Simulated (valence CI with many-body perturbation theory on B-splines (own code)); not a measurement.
**Tc⁴⁺: what the settings do**

Calculated by configuration interaction combined with many-body perturbation theory (CI+MBPT): three valence electrons over a frozen Dirac-Fock core [Kr], radial functions for each j: 6 s, 6 p, 5 d, 5 f, 1 g, with the one-electron correlation potential Σ1 (screened to all orders), the two-electron term Σ2, the three-electron term Σ3, Breit, model QED; selected single and double excitations, second order for the rest, scaled by the run's own slope (own B-spline code, finite nucleus).

No measured spectrum was set against this ion. As an estimate, terms of the open shell hold to 2 to 4 % of their energy, and close levels can change places; different configurations can be misplaced against each other by 1,000 to 8,000 cm⁻¹. Only levels of the ground parity were solved; by the run's estimate the other parity begins above the list, which can be wrong where configurations are misplaced.

The reference run has the lowest level 4d3 4F_3/2 and an ionisation energy of 57.2294 eV. Its largest variational space holds 5401 state functions.

Names give the largest LS component (configuration and term), which can be under half, so a name can repeat, a term be missing and a line seem to break the LS rules; names also repeat where a configuration has a term twice. Letters in brackets count levels of one name in rising energy.

Changed runs:
A. QED terms on → off
B. box radius (bohr) 15.75 → 13.8; highest l with Σ1, explicit Σ2 and valence Breit (higher l get mean screening factors) 3 → 1
C. highest l in the core sums 6 → 4
D. closed core [Kr] → [Kr] 4d1 (bad on purpose)

Excitation energies of the reference run in cm⁻¹, and shifts in cm⁻¹:

```csv
Level,Reference,A,B,C
4d3 4F_5/2,1087,-4.1,-132,+2.2
4d3 4F_7/2,2432,-8.7,-280,+3.4
4d3 4F_9/2,3925,-13,-426,+3.2
4d3 4P_3/2,12725,-3.3,-1463,-108
4d3 4P_1/2,12730,-4.8,-1531,-100
4d3 2G_7/2,14025,-7.6,-211,-23
4d3 4P_5/2,14454,-11,-1758,-98
4d3 2G_9/2,14830,-8.0,-196,-8.5
4d3 2D_3/2 [a],17914,-8.2,-1513,-153
4d3 2P_1/2,18471,-12,-1572,-159
4d3 2H_9/2,19060,-15,-291,+27
4d3 2H_11/2,19322,-12,-190,+40
Ionisation energy (eV),57.2294,-0.0047,-1.2585,+0.0768
```

Run D: It gave no result: the perturbation theory needs a core of closed shells. The program said: "the core must hold closed shells only".
